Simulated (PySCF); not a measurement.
## Unknowns

One computed conformer, no solvent model, one averaged value for each set of equivalent atoms, non-relativistic Hamiltonian. Geometry: GFN2-xTB; shieldings: GIAO PBE0/pcSseg-1; PySCF 2.14.0 with density-fitted response routines.

Scale: TMS for $^{1}$H (31.72 ppm) and $^{13}$C (186.93 ppm) (reference shieldings calculated alike). Splittings of carbon signals by F and P are missing where no couplings were computed. Where no couplings were computed, multiplicities follow the n + 1 count of equivalent neighbours, and m marks all less simple cases (inequivalent or close neighbours, rings, F or P nearby). Shifts are as computed. Against solution values, carbons near 30 ppm lie about +3 ppm off and those near 130 ppm about +5 ppm; carbons on Cl a further +6 ppm. Of 1211 compounds with measured shifts, 218 miss one by over three times the rms of a fit or turn the order of signals round; such compounds aren't used in these exercises. Carbons bonded to Cl come out too deshielded.

Task: C₅H₇Cl₂NSi. $^{1}$H NMR (400 MHz, computed): δ 8.89 (m, 1H), 8.80 (m, 1H), 5.80 (s, 1H), 2.90 (m, 1H), 2.86 (m, 1H), 2.69 (m, 1H), 2.47 (m, 1H). $^{13}$C{$^{1}$H} NMR (computed): δ 173.7 (CH2), 155.7 (C), 149.9 (C), 41.6 (CH2), 29.1 (CH2). Identify the compound.

Result: SMILES C=N[Si@@H](Cl)C1=C(Cl)CC1. The formula gives 3 degrees of unsaturation (1 ring in the answer). 5 carbon signals for 5 carbons: no two carbons are equivalent. Carbon types of the structure: 2 × C, 3 × CH2, leaving 1 H on heteroatoms. δC 173.7: C=N carbon. δC 155.7, 149.9: fully substituted alkene carbon; as expected for a trigonal carbon in a double bond. δC 41.6, 29.1: allylic sp3 CH2; saturated and bonded to C and H only. δH 8.89, 8.80: hydrogen on a C=N carbon.

The data come from this structure; uniqueness wasn't tested.

Task: C₇H₉OP. $^{1}$H NMR (300 MHz, computed): δ 6.74 (m, 2H), 6.47 (m, 2H), 6.27 (m, 2H), 2.10 (s, 3H). $^{13}$C{$^{1}$H} NMR (computed): δ 141.8 (CH), 140.5 (CH2), 107.6 (C), 82.3 (C), 5.4 (CH3). Give a structure.

Result: SMILES C(#CP(C=C)(=O)C=C)C. 5 carbon signals for 7 carbons: some carbons are equivalent by symmetry or fast rotation. Carbon types of the structure: 2 × C, 2 × CH, 2 × CH2, 1 × CH3, which accounts for all hydrogens. δC 141.8: alkene CH; the olefinic region. δC 140.5: terminal =CH2 carbon; the olefinic region. δC 107.6, 82.3: alkyne carbon. δH 6.27: hydrogen on an alkene CH; attached to an sp2 carbon and in the plane of the double bond.

The shifts were computed for this structure.

Task: C₇H₉OP. $^{1}$H NMR (400 MHz, computed): δ 7.11 (m, 1H), 6.75 (m, 1H), 6.49 (m, 1H), 6.30 (m, 1H), 5.82 (m, 1H), 2.27 (m, 1H), 2.09 (d, 3H). $^{13}$C{$^{1}$H} NMR (computed): δ 156.1 (CH), 141.9 (CH), 140.6 (CH2), 131.2 (CH), 96.3 (CH), 86.0 (C), 23.7 (CH3). What is it?

Result: SMILES C#C[P@@](=O)(C=C)/C=C/C. 7 carbon signals for 7 carbons: no two carbons are equivalent. Carbon types of the structure: 1 × C, 4 × CH, 1 × CH2, 1 × CH3, which accounts for all hydrogens. δC 156.1, 141.9, 131.2: alkene CH; the olefinic region. δC 140.6: terminal =CH2 carbon; the olefinic region. δC 96.3: terminal alkyne carbon; the triple bond shields along its axis, which puts it between sp3 and sp2 carbons. δC 86.0: alkyne carbon; the triple bond shields along its axis, which puts it between sp3 and sp2 carbons.

The shifts were computed for this structure.

Task: C₇H₁₄. $^{1}$H NMR (500 MHz, computed): δ 5.25 (d, 1H), 2.48 (m, 1H), 1.75 (s, 3H), 1.74 (s, 3H), 0.99 (d, 6H). $^{13}$C{$^{1}$H} NMR (computed): δ 140.8 (CH), 135.8 (C), 32.2 (CH), 29.2 (CH3), 25.4 (CH3), 20.0 (CH3). Identify the compound.

Result: 2,4-dimethyl-2-pentene (SMILES CC(C)=CC(C)C). The formula gives 1 degree of unsaturation (no ring in the answer). 6 carbon signals for 7 carbons: some carbons are equivalent by symmetry or fast rotation. Carbon types of the structure: 1 × C, 2 × CH, 4 × CH3, which accounts for all hydrogens. δC 140.8: alkene CH; as expected for a trigonal carbon in a double bond. δC 135.8: fully substituted alkene carbon; an sp2 carbon of a C=C bond. δC 25.4: methyl carbon; a saturated carbon with 1 carbon neighbour and no heteroatom attached. δH 5.25: hydrogen on an alkene CH; olefinic region.

This is the structure that produced the data.
